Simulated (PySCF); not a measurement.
Ge(Me)3(SeH), SMILES [CH3][Ge]([SeH])([CH3])[CH3] (C3H10GeSe) (GFN2-xTB optimised geometry):

```
15

C     -1.009     0.681     0.000
Ge    -0.391    -1.215     0.000
C     -0.932    -2.165    -1.659
C     -1.018    -2.173     1.632
Se     1.999    -1.215     0.000
H     -2.092     0.714    -0.061
H     -0.699     1.190     0.908
H     -0.597     1.215    -0.851
H     -0.540    -3.178    -1.664
H     -2.015    -2.214    -1.728
H     -0.553    -1.648    -2.535
H     -2.101    -2.229     1.633
H     -0.698    -1.656     2.533
H     -0.619    -3.183     1.657
H      2.092    -0.416     1.188
```

Calculation: CAM-B3LYP/def2-TZVP run with PySCF.

What are the frontier orbital energies and the dipole moment?

HOMO-2 -9.92 eV, HOMO-1 -9.23 eV, HOMO -7.82 eV, LUMO 1.26 eV, LUMO+1 1.52 eV; dipole moment 2.15 D.

On the same geometry PySCF with PBE/def2-TZVP gives HOMO-2 -7.35 eV, HOMO-1 -6.90 eV, HOMO -5.39 eV, LUMO -0.47 eV, LUMO+1 -0.27 eV; dipole moment 2.07 D.

Meta-Löwdin charges at CAM-B3LYP/def2-TZVP: C1 -0.55, Ge2 0.75, C3 -0.55, C4 -0.55, Se5 -0.28, H6 0.12, H7 0.12, H8 0.13, H9 0.13, H10 0.13, H11 0.13, H12 0.12, H13 0.12, H14 0.13, H15 0.06.
